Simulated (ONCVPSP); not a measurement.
# Before and after: ONCV potential for rhodium (Rh)

```json
{
  "Element": "Rh (Z = 45)",
  "Generator": "ONCVPSP 4.0.1",
  "Type": "optimised norm-conserving Vanderbilt (ONCV)",
  "Functional": "LDA (Perdew-Zunger)",
  "Relativity": "scalar-relativistic",
  "Frozen core": "[Ar] 3d10",
  "Valence charge": "17",
  "Reference configuration": "4s2 4p6 4d6 (charge +3)",
  "Partial waves": "4s: rc 1.65 bohr, ncon 4, nbas 8, qcut 9.4 1/bohr, 3 projectors, debl 1.5 Ha; 4p: rc 1.30 bohr, ncon 5, nbas 9, qcut 8.3 1/bohr, 2 projectors, debl 1.5 Ha; 4d: rc 2.05 bohr, ncon 5, nbas 10, qcut 6.6 1/bohr, 2 projectors, debl 0.8 Ha",
  "Local potential": "polynomial inside 0.95 bohr (lpopt 5, dvloc0 1 Ha)",
  "Core correction": "none"
}
```

In the s channel the program set the typed energies aside and used -4.358, 0.050, 1.550 Ha. In the p channel the program set the typed energies aside and used -3.167, 0.250 Ha. In the d channel the program set the typed energies aside and used -1.460, 0.250 Ha.

Change: s: qcut 7.8; p: qcut 6.9; d: qcut 5.5.

Cutoffs: the cutoffs (Ha) at which the residual kinetic energy of the hardest occupied pseudo-wave falls to 1 and 0.1 mHa per electron; they do not see the model core or the augmentation charge, which bear on the density cutoff. Errors are all-electron minus pseudo energies relative to the spin-unpolarised reference configuration.

Task: What does the change do?

Result: The potential gets harder (34 Ha and 132 Ha → 84 Ha and 149 Ha); of the 4 tests that both files solve, the error grows in 4 and shrinks in 0 by more than 15 % and 0.3 meV (median size 31.2 → 55.6 meV); neither file shows a bound ghost.

| quantity | base | changed |
| --- | --- | --- |
| cutoff, loose | 34 Ha | 84 Ha |
| cutoff, tight | 132 Ha | 149 Ha |
| loose cutoff by channel | s 26 Ha, p 34 Ha, d 19 Ha | s 21 Ha, p 84 Ha, d 40 Ha |
| bound ghosts | none | none |
| GHOST(+) flags under 300 eV | none | s at 290.5 eV |
| error for 4s2 4p6 4d8 5s1, meV [ΔE -60.29 eV] | +39 | +71 |
| error for 4s2 4p6 4d8, meV [ΔE -52.50 eV] | +54 | +99 |
| error for 4s2 4p6 4d7, meV [ΔE -32.74 eV] | +23 | +40 |
| error for 4s2 4p6 4d7 5s1, meV [ΔE -48.95 eV] | +17 | +27 |
| s: phases at 1.67 bohr within 0.05 rad from the reference energy up to (Ha; the scan ends near 5) | to the end of the scan | to the end of the scan |
| p: phases at 1.32 bohr within 0.05 rad from the reference energy up to (Ha; the scan ends near 5) | to the end of the scan | to the end of the scan |
| d: phases at 2.08 bohr within 0.05 rad from the reference energy up to (Ha; the scan ends near 5) | to the end of the scan | to the end of the scan |
